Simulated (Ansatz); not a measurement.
Relaxation of C2H7Al2Cl (12 atoms, charge 0, multiplicity 1), to a largest force component of 0.02 eV/Å in at most 50 steps.

Computed with RKS B3LYP-D4/def2-SVP in Ansatz.

```xyz
12
Properties=species:S:1:pos:R:3
Al -1.805 0.895 -0.680
C -0.867 -0.772 -0.940
Al 0.350 -1.025 0.577
C 1.856 0.350 0.959
Cl 2.831 0.504 -0.482
H -1.703 2.126 -1.769
H -2.731 1.156 0.610
H -1.541 -1.597 -0.989
H -0.278 -0.707 -1.841
H 0.269 -2.325 1.533
H 1.286 1.312 1.204
H 2.409 0.029 1.851
```

Problem. Where does it end, and by what steps?

Solution. The run converged. After 19 steps the energy has fallen by 0.764 eV; Cl5 moved furthest, 2.03 Å. Joined: Al1–Cl5.

| step | energy less start (eV) | largest force component (eV/Å) | accepted |
| --- | --- | --- | --- |
| 0 | 0.0000 | 3.045 | yes |
| 1 | -0.2494 | 1.487 | yes |
| 2 | -0.3275 | 0.833 | yes |
| 3 | -0.3432 | 0.260 | yes |
| 4 | -0.3594 | 0.088 | yes |
| 5 | -0.3678 | 0.307 | yes |
| 6 | -0.3796 | 0.322 | yes |
| 7 | -0.4096 | 0.274 | yes |
| 8 | -0.4500 | 0.343 | yes |
| 9 | -0.5250 | 0.348 | yes |
| 10 | -0.6124 | 0.285 | yes |
| 11 | -0.7068 | 0.340 | yes |
| 12 | -0.7402 | 0.455 | yes |
| 13 | -0.7559 | 0.198 | yes |
| 14 | -0.7592 | 0.059 | yes |
| 15 | -0.7616 | 0.081 | yes |
| 16 | -0.7631 | 0.060 | yes |
| 17 | -0.7632 | 0.038 | yes |
| 18 | -0.7635 | 0.036 | yes |
| 19 | -0.7637 | 0.019 | yes |

```xyz
12
Properties=species:S:1:pos:R:3
Al -1.235 1.033 -0.842
C -0.825 -0.908 -0.859
Al 0.313 -1.257 0.651
C 1.539 0.284 1.038
Cl 1.176 1.644 -0.171
H -1.277 1.875 -2.190
H -2.004 1.562 0.453
H -1.729 -1.542 -0.858
H -0.282 -1.110 -1.804
H 0.389 -2.469 1.671
H 1.398 0.744 2.028
H 2.615 0.091 0.917
```

The run took 41 s on 2 threads of INTEL(R) XEON(R) PLATINUM 8581C CPU @ 2.30GHz (Emerald Rapids), with other jobs on the host, peak memory 0.3 GiB.
